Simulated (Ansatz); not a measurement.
FH2IOSi, SMILES `O[SiH](F)I`. Charge 0, multiplicity 1. I takes the def2 core potential.

```xyz
6

O     1.077    0.676   -0.435
Si   -0.008   -0.311    0.252
F    -0.458    0.236    1.673
I    -2.023   -0.477   -1.094
H     0.785    1.500   -0.829
H     0.627   -1.623    0.433
```

(1) List the harmonic frequencies (cm⁻¹, unscaled) at PBE0-D4/def2-TZVP in Ansatz. (An estimate is asked.)

(2) Is this a minimum?

(3) Give the ideal-gas thermochemistry at 298.15 K and 1 bar (rigid rotor, harmonic oscillator; point group C1, symmetry number 1).

Answers

(1) Computed: 165, 203, 260, 339, 391, 759, 819, 846, 893, 984, 2318, 3918.

(2) Yes, all 12 modes are real.

(3) Zero-point energy 71.1 kJ/mol; H(298) − E = 88.0 kJ/mol; entropy 329.1 J/(mol·K), of which translation 174.4, rotation 115.6, vibration 39.1; G(298) − E = -10.1 kJ/mol.
